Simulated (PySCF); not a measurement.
MgHBr, SMILES [MgH][Br]. Atoms are numbered in the order given.

```xyz
3

Mg     0.0000     0.0000     1.6767
H      0.0000     0.0000     3.3576
Br     0.0000     0.0000    -0.6708
```
Charge 0, spin multiplicity 1.

Geometry optimised at B3LYP-D3(BJ)/def2-TZVP.

All values below come from PySCF with PBE0/pcSseg-2.

GIAO shieldings, no solvent; atoms alike by connectivity are averaged. δ = σ(ref) − σ: ¹H against TMS (σ = 31.54 ppm), references at their B3LYP-D3(BJ)/def2-TZVP geometries, non-relativistic (without spin–orbit terms, shifts of atoms bonded to Cl or Br come out too high).

Computed chemical shifts:
```csv
nucleus,atoms,count,δ (ppm)
¹H,H2,1,4.88
```
